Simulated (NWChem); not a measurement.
System: GeSiH3I, singlet; SMILES [SiH3][Ge][I]

Program: NWChem. Medium grid unless said otherwise, to which SCAN and Minnesota functionals are sensitive. Low-valent species are run as closed-shell singlets; no triplet was tried in these runs. All runs use the structure optimised with PBE0/def2-SVP. def2 effective core potentials on I; no spin-orbit coupling. Hybrids' shares of exact exchange are those that their runs print; pure functionals count as 0. The functionals differ in more than this share.

```csv
row,share of exact exchange,highest occupied level (eV)
PBE/def2-SVP,0.00,-5.50
M06-L/def2-SVP,0.00,-5.57
TPSSh/def2-SVP,0.10,-6.00
B3LYP/def2-SVP,0.20,-6.26
MPW1K/def2-SVP,0.43,-7.25
BHandHLYP/def2-SVP,0.50,-7.30
M05-2X/def2-SVP,0.56,withheld
```

Task: Fit a straight line of the last column on the one before it, predict the withheld value, and compare with the run.

Result: 
1. Means of the 6 shown rows: x = 0.205, y = -6.313. Slope Σ(x − x̄)(y − ȳ)/Σ(x − x̄)² = -0.8541/0.2327 = -3.670; intercept -5.561.
2. The shown rows scatter about the line by 0.073 (root mean square); the largest residual is -0.11, at MPW1K/def2-SVP.
3. At x = 0.56 (M05-2X/def2-SVP; beyond the shown range) the line gives -7.62.
4. The run gives -7.66, -0.04 from the line, 0.6 times the scatter.
